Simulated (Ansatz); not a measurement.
All values below come from frozen-core CCSD(T)/cc-pVTZ // PBE0-D4/def2-TZVP in Ansatz (a quantum-chemistry and plane-wave program).

Ansatz 0.2 input:
```yaml
crystal:
  periodic: [false, false, false]
  atoms:
    - { symbol: C, position_ang: [-0.5678, -0.045058, -0.005015] }
    - { symbol: S, position_ang: [1.012036, -0.683106, 0.106109] }
    - { symbol: H, position_ang: [-1.383673, -0.747609, 0.067545] }
    - { symbol: H, position_ang: [-0.750791, 1.009111, -0.136865] }
    - { symbol: H, position_ang: [1.690227, 0.466662, -0.031773] }
basis:
  gaussian: { orbitals: cc-pVTZ }
correlation:
  method: ccsd_t
magnetization:
  spin_polarized: true
  initial_magnetization: 1
```

Output:

```
Functional definition: HF
595 factors; integrals over basis functions are off by at most 1.2e-3 eV
mean field evaluation 1: about -11893.3074 eV, gradient 1.4e1 eV
mean field evaluation 2: about -11893.3109 eV, gradient 1.4e1 eV
mean field evaluation 4: about -11894.7631 eV, gradient 2.3e0 eV
mean field evaluation 8: about -11894.8740 eV, gradient 1.9e-1 eV
mean field evaluation 16: about -11894.8418 eV, gradient 9.4e-1 eV
mean field -11894.87507869 eV, -437.1285965058 hartree, gradient 5.5e-6 eV, S^2 0.769733; 0 other end points of the search recorded, 0 dependent functions left out
6 core orbitals not correlated
reference -11894.87507869 eV, -437.1285965058 hartree; 7, 6 occupied and 93, 94 virtual orbitals, 595 factors
second order -8.93971327 eV of doubles, -0.00000000 eV of singles
cycle   1  -9.54534259 eV  change   -6.1e-1 eV  update   7.0e-2
cycle   2  -9.82082145 eV  change   -2.8e-1 eV  update   2.4e-2
cycle   3  -9.86855834 eV  change   -4.8e-2 eV  update   1.4e-2
cycle   4  -9.86827636 eV  change    2.8e-4 eV  update   7.1e-3
cycle   5  -9.86917867 eV  change   -9.0e-4 eV  update   3.0e-3
cycle   6  -9.86943192 eV  change   -2.5e-4 eV  update   9.7e-4
cycle   7  -9.86954282 eV  change   -1.1e-4 eV  update   3.0e-4
cycle   8  -9.86952573 eV  change    1.7e-5 eV  update   9.4e-5
cycle   9  -9.86948678 eV  change    3.9e-5 eV  update   2.8e-5
cycle  10  -9.86948897 eV  change   -2.2e-6 eV  update   8.5e-6
perturbative correction -0.40325309 eV, -0.0148192778 hartree
Total energy: -11905.14782075 eV, -437.5061128134 hartree
```

Cost: about 16 core-seconds (a rough figure).
